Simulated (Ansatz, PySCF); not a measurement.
(3E)-hexa-1,3-diene (C6H10), SMILES C=C/C=C/CC.

Coordinates come from a PBE0-D3(BJ)/def2-SVP optimisation. One conformer was computed; it need not be the lowest.

Vertical ionisation energy (IE) and electron affinity (EA) in eV. Rows of orbital energies are one-electron estimates. Where ΔSCF, EOM or ADC give a negative EA the extra electron is unbound and the value depends on the basis.

```csv
level,IE,EA
"−ε(HOMO), −ε(LUMO), PBE0/def2-TZVP (PySCF)",6.45,0.68
"−ε(HOMO), −ε(LUMO), PBE/def2-TZVP (PySCF)",5.49,1.62
"ΔSCF, PBE0/def2-SVPD (Ansatz), final states of multiplicity 2 and 2",8.36,-1.00
"ΔSCF, PBE/def2-SVPD (Ansatz), final states of multiplicity 2 and 2",8.33,-0.86
```

Question: What vertical singlet–triplet gap does ΔSCF give with PBE0/def2-SVPD (Ansatz, a quantum-chemistry and plane-wave program) and with PBE/def2-SVPD (Ansatz)? (Estimate from the structure and the level; the computed values follow.)

Answer: 3.15 and 3.16 eV (triplet above singlet where positive).
